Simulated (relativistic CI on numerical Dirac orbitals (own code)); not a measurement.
Method of calculation: Dirac-Coulomb-Breit CI, KLI orbitals optimised for each configuration, a model potential for QED, unscaled Slater integrals (own radial code, finite nucleus).

The strongest absorption lines from the ground level of an ion, among the configurations computed and to levels below about 4550 eV (vacuum wavelength in Å, gf): 2.9348 (0.7), 3.6363 (1.8), 3.6363 (2.1), 3.6407 (0.86), 3.6580 (0.8), 3.7932 (1.8), 3.8045 (1.2), 3.8122 (1.9).

(1) Which ion is it?
A. Pd39+
B. Pd37+
C. Pd35+
D. In40+

Answers

(1) B. Pd37+ has 9 electrons and the ground level 2s²2p⁵ ²P°3/2; the strongest line goes to 2s²2p⁴3d ²D5/2. The pattern of lines fixes the number of electrons, and along that sequence the line energies rise steadily with the charge (about as its square where n changes within one kind of shell, about linearly where n is kept but much faster in heavy ions where fine structure, which grows about as Z⁴, sets the gap, and irregularly where shells cross), which fixes Z. Configurations outside the model, such as inner-shell arrays, can give stronger lines. At this charge energies of transitions that change n are usually good to better than 1 %, and those within a shell (Δn = 0) to a few per cent.

LS names give the leading component of a level, which can be under half, so a name can repeat, a term be missing and a line seem to break the LS rules.
